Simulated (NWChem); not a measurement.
# C2H8Ge; SMILES [CH3][GeH2][CH3]

Q: Give the equilibrium geometry at PBE0/def2-SVP (NWChem) as a Z-matrix, with the point group.

A: point group C2v; any orientation.
```
Ge
H 1 1.5461
H 1 1.5461 2 107.84
C 1 1.9554 2 109.54 3 -119.15
H 4 1.0997 1 110.78 2 59.05
H 4 1.1001 5 108.34 1 -121.31
H 4 1.1001 5 108.34 6 -117.39
C 1 1.9554 2 109.54 3 119.15
H 8 1.0997 1 110.78 2 -59.05
H 8 1.1001 9 108.34 1 121.31
H 8 1.1001 9 108.34 10 117.39
```
